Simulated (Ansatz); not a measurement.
Species: GeF, charge 0, doublet. GeF (SMILES [F][Ge], doublet).
B3LYP-D3(BJ)/def2-TZVP minimum from Ansatz (an electronic-structure program):
```
F
Ge 1 1.7699
```
Charge 0, spin multiplicity 2.

Hartree-Fock and CCSD(T) correlation energies in hartree (Ansatz). Open shells are spin-unrestricted; no spin-orbit coupling. Cores are frozen in correlated methods (noble-gas shells, and filled d and f shells in the p block). No relativity.

| basis | X | E(HF) | E(corr, CCSD(T)) |
|---|---|---|---|
| cc-pVTZ | 3 | -2174.88902 | -0.34610 |
| cc-pVQZ | 4 | -2174.90277 | -0.37468 |
| cc-pV5Z | 5 | -2174.90560 | withheld |

Question: Fit E(corr) = E∞ + A/X³ to X = 3 and 4, predict X = 5, and compare with the run.

Answer: A = (-0.34610 - (-0.37468))/(1/27 - 1/64) = 1.3348; E∞ = -0.37468 - A/64 = -0.39554; at X = 5, E∞ + A/125 = -0.38486. The run gave -0.38552, 0.66 mEh below the prediction. The same form on X = 4 and 5 gives E∞ = -0.39689, 1.36 mEh below the first estimate.
